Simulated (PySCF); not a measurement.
## A small calculation by hand: chemical shift, span and skew from a shielding tensor

C3H9NSi2, SMILES C(#C)[C@@H]([SiH2][SiH3])N. Atoms are numbered in the order given.

```xyz
15

C     -2.1283    -0.8707     1.3037
C     -1.6571    -0.2765     0.3574
C     -0.9964     0.3833    -0.7640
N     -1.6481     0.0777    -2.0486
Si     0.8800    -0.0792    -0.7074
Si     1.8295     0.3492     1.4015
H     -2.5647    -1.3819     2.1405
H     -1.0618     1.4754    -0.6041
H     -1.1525     0.5463    -2.8075
H     -1.5937    -0.9241    -2.2376
H      1.5689     0.7122    -1.7754
H      0.9948    -1.5255    -1.0632
H      1.3378    -0.6382     2.4042
H      3.3202     0.2722     1.3383
H      1.4461     1.7232     1.8454
```

Geometry optimised at B3LYP-D3(BJ)/def2-SVP. The structure was generated by enumeration; whether it is a known compound was not checked. Other conformers were not sampled.

GIAO shieldings from PySCF with PBE/pcSseg-1, non-relativistic, no solvent. The symmetric part of the tensor of Si6 has the principal values 445.0, 453.9, 455.4 ppm. The same nucleus in TMS has σ = 335.4 ppm at this level (PySCF, at its B3LYP-D3(BJ)/def2-TZVP geometry).

Question: Work out the isotropic shielding, the ²⁹Si shift against TMS, the span and the skew.

Answer: 
σ(iso) = (σ11 + σ22 + σ33)/3 = 451.4 ppm. δ = σ(ref) − σ(iso) = 335.4 − (451.4) = -116.0 ppm.
Span Ω = σ33 − σ11 = 10.4 ppm. Skew κ = 3(σ(iso) − σ22)/Ω = -0.71. Tumbling in solution averages the tensor to δ; in a static solid the shielding alone would spread this spin-1/2 line over Ω.
